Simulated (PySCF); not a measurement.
**[Dy(PH3)2]3+ at several levels of theory**

Computed with PySCF 2.14.0 (density fitting, no spin-orbit coupling) at the geometry relaxed with B3LYP:

```xyz
9
[Dy(PH3)2]3+ (singlet in the valence; each metal's 4f electrons, 9 of them, lie in its core potential, out of spins and levels)
Dy    1.3174    0.6064    0.0000
P    -0.1691   -0.0823    2.4403
H     0.6987   -0.2727    3.5514
H    -1.0869    0.9287    2.8391
H    -0.9315   -1.2775    2.3369
P    -0.1691   -0.0823   -2.4403
H     0.6987   -0.2727   -3.5514
H    -0.9315   -1.2775   -2.3369
H    -1.0869    0.9287   -2.8391
```

| level | basis | state | HOMO (eV) | gap (eV) | charge on Dy1 (e) | population of f-type functions on Dy1 (polarisation alone where 4f lies in the core) | dipole about the centre of mass (D) | largest force component (eV/Å) |
| --- | --- | --- | --- | --- | --- | --- | --- | --- |
| B3LYP | Dy lcecp-1-SVP with ECP55, P def2-SVP, H def2-SVP | singlet | -22.23 | 4.47 | 1.82 | 0.01 | 2.59 | 0.00 |
| BP86 | the same | singlet | -21.48 | 3.09 | 1.79 | 0.01 | 2.95 | 0.32 |
| B3LYP | Dy lcecp-1-TZVP with ECP55, P def2-TZVP, H def2-TZVP | singlet | -22.11 | 4.45 | 1.90 | 0.01 | 2.68 | 0.21 |

In the lcecp rows the 4f levels are missing from HOMO and gap, and the state counts the valence alone.

Charges are Mulliken's, which hang on the basis. The relaxation used the grid (50, 194), these runs (75, 302) or, all-electron (x2c bases, spin-free X2C Hamiltonian), (99, 590).

Task: A further run in the first row's basis gives HOMO (eV) -21.39, gap (eV) 3.06, charge on Dy1 (e) 1.78, population of f-type functions on Dy1 (polarisation alone where 4f lies in the core) 0.01, dipole about the centre of mass (D) 2.99, largest force component (eV/Å) 0.34. Which level was it?
A. TPSSh
B. PBE
C. r2SCAN

Result: B. The others give HOMO -21.93 eV (TPSSh); -21.61 eV (r2SCAN).

In the first row's basis the gap widens with exact exchange: 3.1 to 3.7 eV for PBE, BP86, r2SCAN (none); 4.1 to 4.5 eV for TPSSh, B3LYP (a fixed share).

A frequency check found unstable modes (2, the lowest at -31 cm⁻¹), so the relaxed geometry is a saddle point, or these are noise. An lcecp potential fixes the number of 4f electrons, so in runs with it no electron can move into or out of that shell.
